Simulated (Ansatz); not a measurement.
System: WF2 (charge 0, quintet). The spin state was set by rule; other spins were not relaxed. 
Structure (B3LYP-D3(BJ)/def2-TZVP (Ansatz, a first-principles code) minimum search):
```xyz
3

W      0.0027     0.0031    -0.1202
F      1.7806     0.0207     0.5344
F     -1.8024    -0.0459     0.4537
```
Charge 0, spin multiplicity 5.

Wanted: atomisation energy (electronic, to ground-state atoms), in eV. Valence correlation only, unless marked. UHF or UKS for open shells. Spin-orbit coupling is left out. Frozen are the shells of the preceding noble gas and the d and f shells that filled before the atom's block. Past Kr the def2 sets carry scalar-relativistic core potentials. The coupled-cluster limit lacks core correlation, which all-electron functionals hold. CBS(X,Y): correlation extrapolated as X^-3; Hartree-Fock from the larger set. The bracket is a focal-point correction in the basis named.

```tsv
level	program	atomisation energy (eV)
PBE0-D3(BJ)/def2-TZVP	Ansatz + dftd3	11.38
PBE0-D3(BJ)/def2-TZVPD	Ansatz + dftd3	11.41
BHLYP-D4/def2-TZVPD	Ansatz + dftd4	10.55
HSE06-D3(BJ)/def2-TZVPD	Ansatz + dftd3	11.40
wB97M-V/def2-TZVPD	Ansatz	(withheld)
wB97X/def2-TZVPD	Ansatz	(withheld)
B2PLYP-D3(BJ)/def2-TZVPD	Ansatz + dftd3	(withheld)
PBE-QIDH/def2-TZVPD	Ansatz	11.40
RI-MP2/CBS(def2-TZVPPD,def2-QZVPPD)+[CCSD(T)-MP2]/def2-TZVPPD	Ansatz	(withheld)
```

### Question
Complete the blanks.

### Answer

- wB97M-V/def2-TZVPD, atomisation energy (eV): 11.26
- wB97X/def2-TZVPD, atomisation energy (eV): 11.10
- B2PLYP-D3(BJ)/def2-TZVPD, atomisation energy (eV): 11.43
- RI-MP2/CBS(def2-TZVPPD,def2-QZVPPD)+[CCSD(T)-MP2]/def2-TZVPPD, atomisation energy (eV): 11.46
